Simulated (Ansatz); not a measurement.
Reaction (homolysis of the B–O bond): `CCOB(Cl)Cl` → `Cl[B]Cl`• + `CC[O]`•

Isolated molecules relaxed with PBE0-D4/def2-TZVP in Ansatz; ΔE leaves out vibrations. CCSD(T)/CBS is the MP2 limit (def2-TZVPP, def2-QZVPP) plus CCSD(T) − MP2 in def2-TZVPP, frozen cores. This one scheme is used for every species. Functionals use def2-TZVPP. Open shells (•) are unrestricted, without spin–orbit coupling. Each species was taken in one conformer, which may not be the lowest.

(1) What is ΔE at CCSD(T)/CBS? (An estimate is asked.)

(2) What do these levels give: revPBE, BHLYP, CAM-B3LYP, MP2/def2-SVP, CCSD/def2-TZVPP, HF/CBS(def2)? (An estimate is asked.)

Largest T1 diagnostic among the species: 0.018.

Results:

(1) The calculation gave: +142.9 kcal/mol.

(2) The calculation gave: revPBE 124.3, BHLYP 131.1, CAM-B3LYP 135.6, MP2/def2-SVP 148.8, CCSD/def2-TZVPP 137.4, HF/CBS(def2) 106.7 kcal/mol.

At CCSD(T), def2-SVP lies −2.6 kcal/mol from the extrapolated value and def2-TZVPP −3.0 kcal/mol. From BLYP to BHLYP (50 % exact exchange), in def2-TZVPP and without D4, ΔE moves by +4.3 kcal/mol. Leaving LDA and LC-ωPBE aside and taking each functional with its dispersion term where it has one, the values, not all of them listed here, spread over 10.7 kcal/mol, from revPBE-D4 to ωB97M-V. LDA lies +20.4 kcal/mol from PBE without D4, its usual overbinding.
